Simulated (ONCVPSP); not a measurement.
# Configuration tests for silicon (Si) (ONCV)

ONCVPSP 4.0.1 input, shortened (lines: element, Z, core and valence counts, functional; n l f; lmax; l rc ep ncon nbas qcut; lloc lpopt rc5 dvloc0; l nproj debl; icmod fcfact rcfact), revPBE, scalar-relativistic:

```
  Si 14.00    3    2  -102130      upf
    1    0    2.00
    2    0    2.00
    2    1    6.00
    3    0    1.75
    3    1    2.25
    2
    0    1.80    0.00    3    8    4.40
    1    1.80    0.00    3    7    4.70
    2    1.90    0.10    4    8    4.40
    1    5    1.80    0.00
    0    2    2.70
    1    0    3.70
    2    1    1.50
    0    0.00    0.00
```

Energies are relative to the spin-unpolarised reference configuration 3s1.75 3p2.25; without spin polarisation the order of configurations can differ from experiment.

Task: Give the all-electron excitation energy and the error of the potential for: 3s2 3p2; 3s2 3p1; 3s2 3p0; 3s1 3p3.

Result:

| valence configuration | charge | ΔE all-electron (eV) | error AE − PS (meV) |
| --- | --- | --- | --- |
| 3s2 3p2 | 0 | -1.685 | -0.1 |
| 3s2 3p1 | +1 | 6.036 | -3.0 |
| 3s2 3p0 | +2 | 22.003 | -20 |
| 3s1 3p3 | 0 | 5.113 | -0.2 |

Levels in the configuration 3s1 3p3:

```
level  all-electron (eV)  pseudo (eV)
   3s            -11.523      -11.522
   3p             -4.651       -4.650
```
